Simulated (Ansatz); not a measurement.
B2H3F3⁺, that is diborane tri F with one electron fewer. The state is a doublet with charge 1. Geometry r2SCAN-D4/def2-SVP, that of the neutral singlet; atoms count from 1.

```xyz
8

B    -0.4320    0.4758    0.6290
F    -0.7768    1.7256    0.3367
F    -0.7243   -0.0385    1.8228
H    -0.8600   -0.4186   -0.3279
B     0.4361   -0.4851   -0.6323
F     0.6847    0.1249   -1.8020
H     0.7689   -1.6201   -0.4135
H     0.9033    0.2359    0.3872
```

(1) Estimate the Mulliken populations from the PBE0/def2-TZVP orbitals of Ansatz.

(2) Where does the spin sit?

(3) And the Mayer bond orders between bonded heavy atoms (over 0.3)?

Answers

(1) 
```
atom  charge (e)  spin (α − β)
  B1        0.35          0.00
  F2       -0.09          0.10
  F3       -0.09          0.10
  H4        0.24          0.05
  B5        0.05          0.09
  F6        0.00          0.29
  H7        0.23          0.15
  H8        0.31          0.21
```
Mulliken values and Mayer orders depend strongly on the basis.

(2) Summed by element: B 0.09, F 0.50, H 0.42, of 1 unpaired in all. Largest on single atoms: F6 0.29, H8 0.21, H7 0.15.

(3) B1–F2 1.31 (1.33 Å); B1–F3 1.31 (1.33 Å); B1–B5 0.54 (1.81 Å); B5–F6 1.31 (1.34 Å).
